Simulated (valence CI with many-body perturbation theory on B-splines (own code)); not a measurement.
# Ti16+: calculated level list

Method: valence CI with perturbative core correlation (CI+MBPT): four valence electrons over a frozen Dirac-Fock core [He], radial functions for each j: 11 s, 11 p, 10 d, 8 f, 5 g, 2 h, with the one-electron correlation potential Σ1 (screened to all orders), the two-electron term Σ2, the three-electron term Σ3, Breit, model QED; selected single and double excitations, second order for the rest, scaled by the run's own slope (own B-spline code, finite nucleus).

No measured levels were compared; by estimate levels of excited configurations hold to 0.05 to 0.15 % of their energy, terms of the ground configuration to about 0.5 %. Among the levels kept, up to 850 cm⁻¹ of a level comes from second order outside the variational space, and about a tenth of that is noise between levels of different J, which matters for small intervals.

Levels 91 to 135 of 189, with energies above the lowest level, 2s2 2p2 3P_0. "Leading %" is the weight of the configuration and term that name the level; weights of strongly mixed levels are sums over their largest components and can fall short, so below about 35 % the name and the second component can differ from the true leading terms, or belong to a minority configuration. Lifetimes count E1, E2, E3, M1 and M2 decay at the calculated energies, and are blank where another channel may lead or the interval is too uncertain; long ones can be off by a factor of two.

| No. | Configuration | Term | J | E (eV) | Leading % | Lifetime | Second component |
| --- | --- | --- | --- | --- | --- | --- | --- |
| 91 | 2s 2p2 3p | 3F° | 2 | 727.94 | 64 | 849 fs | 31 % 2s 2p2 3p 1D° |
| 92 | 2s 2p2 3d | 3F | 3 | 729.51 | 94 | 253 fs |  |
| 93 | 2s 2p2 3d | 3P | 0 | 729.55 | 92 | 264 fs |  |
| 94 | 2s 2p2 3p | 3F° | 3 | 729.58 | 95 | 8.78 ps |  |
| 95 | 2s 2p2 3p | 1D° | 2 | 730.46 | 57 | 423 fs | 33 % 2s 2p2 3p 3F° |
| 96 | 2s 2p2 3p | 3F° | 4 | 730.78 | 97 | 167 ps |  |
| 97 | 2s 2p2 3s | 3P | 1 | 731.53 | 55 | 828 fs | 36 % 2s 2p2 3s 3S |
| 98 | 2s 2p2 3p | 3D° | 1 | 731.68 | 79 | 881 fs | 14 % 2s 2p2 3p 1P° |
| 99 | 2s 2p2 3p | 1F° | 3 | 732.28 | 88 | 341 fs | 9 % 2s 2p2 3p 3D° |
| 100 | 2s 2p2 3d | 3F | 4 | 732.40 | 94 | 251 fs |  |
| 101 | 2s 2p2 3p | 3D° | 2 | 732.68 | 93 | 2.49 ps | 4 % 2s 2p2 3p 3P° |
| 102 | 2s 2p2 3s | 3P | 2 | 733.09 | 93 | 934 fs |  |
| 103 | 2s 2p2 3p | 3D° | 3 | 733.49 | 90 | 1.69 ps | 8 % 2s 2p2 3p 1F° |
| 104 | 2s 2p2 3p | 1P° | 1 | 733.87 | 75 | 309 fs | 17 % 2s 2p2 3p 3D° |
| 105 | 2s 2p2 3s | 1P | 1 | 734.93 | 82 | 409 fs | 10 % 2s 2p2 3s 3P |
| 106 | 2s 2p2 3s | 1S | 0 | 735.02 | 74 | 1.19 ps | 22 % 2s 2p2 3s 3P |
| 107 | 2s 2p2 3p | 3P° | 0 | 735.95 | 93 | 5.39 ps | 6 % 2s 2p2 3p 1S° |
| 108 | 2s 2p2 3d | 3D | 1 | 736.09 | 94 | 162 fs |  |
| 109 | 2s 2p2 3p | 3P° | 1 | 736.21 | 93 | 2.86 ps |  |
| 110 | 2s 2p2 3d | 3D | 2 | 736.60 | 90 | 161 fs |  |
| 111 | 2s 2p2 3p | 3P° | 2 | 736.81 | 90 | 1.80 ps |  |
| 112 | 2s 2p2 3d | 3D | 3 | 737.20 | 94 | 146 fs |  |
| 113 | 2s 2p2 3p | 3P° | 0 | 742.33 | 67 | 1.62 ps | 31 % 2s 2p2 3p 1S° |
| 114 | 2s 2p2 3p | 3D° | 1 | 744.76 | 52 | 1.08 ps | 24 % 2s 2p2 3p 3P° |
| 115 | 2s 2p2 3p | 3D° | 2 | 746.35 | 48 | 2.39 ps | 43 % 2s 2p2 3p 3P° |
| 116 | 2s 2p2 3p | 3P° | 1 | 746.42 | 69 | 893 fs | 14 % 2s 2p2 3p 1P° |
| 117 | 2s 2p2 3p | 1S° | 0 | 749.13 | 59 | 4.22 ps | 38 % 2s 2p2 3p 3P° |
| 118 | 2s 2p2 3d | 3G | 3 | 749.24 | 93 | 12.1 ps |  |
| 119 | 2s 2p2 3d | 3G | 4 | 749.72 | 93 | 2.15 ps | 5 % 2s 2p2 3d 3F |
| 120 | 2s 2p2 3d | 3G | 5 | 750.31 | 98 | 305 ps |  |
| 121 | 2s 2p2 3d | 3F | 2 | 750.96 | 96 | 97.0 fs |  |
| 122 | 2s 2p2 3d | 3F | 3 | 751.31 | 89 | 98.0 fs | 7 % 2s 2p2 3d 1F |
| 123 | 2s 2p2 3d | 3F | 4 | 751.50 | 90 | 97.0 fs | 4 % 2s 2p2 3d 1G |
| 124 | 2s 2p2 3p | 1P° | 1 | 751.92 | 50 | 480 fs | 34 % 2s 2p2 3p 3D° |
| 125 | 2s 2p2 3p | 3P° | 2 | 752.14 | 62 | 2.31 ps | 33 % 2s 2p2 3p 3D° |
| 126 | 2s 2p2 3d | 3D | 1 | 752.17 | 97 | 100 fs |  |
| 127 | 2s 2p2 3p | 3D° | 3 | 752.34 | 92 | 1.28 ps |  |
| 128 | 2s 2p2 3d | 3D | 2 | 752.48 | 96 | 101 fs |  |
| 129 | 2s 2p2 3d | 3D | 3 | 752.71 | 73 | 127 fs | 21 % 2s 2p2 3d 1F |
| 130 | 2s 2p2 3d | 1F | 3 | 753.71 | 61 | 213 fs | 21 % 2s 2p2 3d 3D |
| 131 | 2s 2p2 3p | 3P° | 2 | 753.84 | 77 | 1.16 ps | 12 % 2s 2p2 3p 3D° |
| 132 | 2s 2p2 3p | 3P° | 1 | 754.03 | 40 | 671 fs | 39 % 2s 2p2 3p 3S° |
| 133 | 2s 2p2 3p | 3P° | 0 | 754.03 | 94 | 3.30 ps |  |
| 134 | 2s 2p2 3p | 3P° | 1 | 754.51 | 44 | 893 fs | 32 % 2s 2p2 3p 3S° |
| 135 | 2s 2p2 3d | 1G | 4 | 755.60 | 93 | 879 fs | 5 % 2s 2p2 3d 3F |

Names give the largest LS component (configuration and term), which can be under half, so a name can repeat, a term be missing and a line seem to break the LS rules; names also repeat where a configuration has a term twice.

Where two levels of one J and parity lie close, their mixing, g and order are uncertain.
